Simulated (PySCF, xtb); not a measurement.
Ta(NMe)(F)2(OH) (CH4F2NOTa), SMILES [F][Ta](=[N]C)([F])[OH], multiplicity 1. The values are those of a single conformer.

Harmonic wavenumbers (cm⁻¹) from GFN2-xTB run with xtb at its own minimum, in rising order: 32, 100, 109, 126, 134, 156, 168, 213, 344, 357, 407, 433, 533, 576, 1070, 1076, 1318, 1384, 1445, 1448, 2895, 2911, 2930, 3661.

### Question
What does PBE-D3(BJ)/def2-SVP run with PySCF give at its own minimum? (The exact figures need the calculation; the answer reports its results.)

### Answer
55, 112, 116, 160, 169, 186, 285, 290, 411, 562, 608, 656, 659, 707, 1066, 1067, 1354, 1392, 1401, 1404, 2918, 2996, 2999, 3779. Paired by order, the mean absolute difference is 72 cm⁻¹ and the zero-point energies are 34.1 and 36.2 kcal/mol.
